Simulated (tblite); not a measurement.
Compound: C4H3NO2 (charge -1 and doublet state).
Bonds: O1–C2, C2–C3, C3–C4 (aromatic), C4–C5 (aromatic), C5–O6 (aromatic), O6–N7 (aromatic), C3–N7 (aromatic). Hydrogens: H8 on C2; H9 on C4; H10 on C5.

Structure optimised with GFN2-xTB, isolated species. This method treats the open shell by occupation alone, without spin polarisation.

Q: Give the optimised bond lengths and angles.

A: 
```csv
bond,length (Å),order
O1–C2,1.261,single
C2–C3,1.406,single
C3–C4,1.436,aromatic
C4–C5,1.346,aromatic
C5–O6,1.360,aromatic
O6–N7,1.413,aromatic
C3–N7,1.359,aromatic
C2–H8,1.111,single
C4–H9,1.072,single
C5–H10,1.076,single
```

Orders are formal, as drawn. A selection of angles:
```csv
angle,degrees
O1–C2–C3,126.3
O1–C2–H8,119.4
C3–C2–H8,114.3
C2–C3–C4,127.1
C2–C3–N7,123.5
C4–C3–N7,109.3
C3–C4–C5,105.4
C3–C4–H9,126.2
C5–C4–H9,128.4
C4–C5–O6,111.1
C4–C5–H10,133.1
O6–C5–H10,115.8
C5–O6–N7,107.9
C3–N7–O6,106.3
```

Dihedral angles: O1–C2–C3–C4 0° (synperiplanar).

C4 (carbon bonded to 2 C and H) is planar (angles 128.4°, 126.2° and 105.4°, sum 360.0°, 0.00 Å off the plane of its three neighbours). C5 (carbon bonded to C, O and H) is planar (angles 133.1°, 115.8° and 111.1°, sum 360.0°, 0.00 Å off the plane of its three neighbours). C3 (carbon bonded to 2 C and N) is planar (angles 127.1°, 123.5° and 109.3°, sum 360.0°, 0.00 Å off the plane of its three neighbours). The 5-membered ring C3–C4–C5–O6–N7 has internal angles of 105.4° to 111.1° (sum 540°, against 540° for a flat polygon); it is planar, 0.00 Å rms from its mean plane, widest ring torsion 0°. The C–O distances run from 1.261 Å (O1–C2, drawn single) to 1.360 Å (C5–O6, aromatic), a spread of 0.099 Å. C2 (carbon bonded to C, O and H) is planar (angles 126.3°, 119.4° and 114.3°, sum 360.0°, 0.00 Å off the plane of its three neighbours). The C–C distances run from 1.346 Å (C4–C5, aromatic) to 1.436 Å (C3–C4, aromatic), a spread of 0.090 Å.

Point group: Cs (every atom within 0.08 Å of its image). Its GFN2-xTB frequencies are all real (lowest 176 cm⁻¹). Whether the extra electron is bound in the gas phase wasn't checked; a finite basis holds it in any case.

The run took under 0.1 s of wall time on one thread of an Arm Neoverse V2, no GPU, shared host with 48 logical CPUs at a one-minute load of 26. That covers the optimisation of the geometry.

One conformer stands for the species.

All values are computed, not measured.
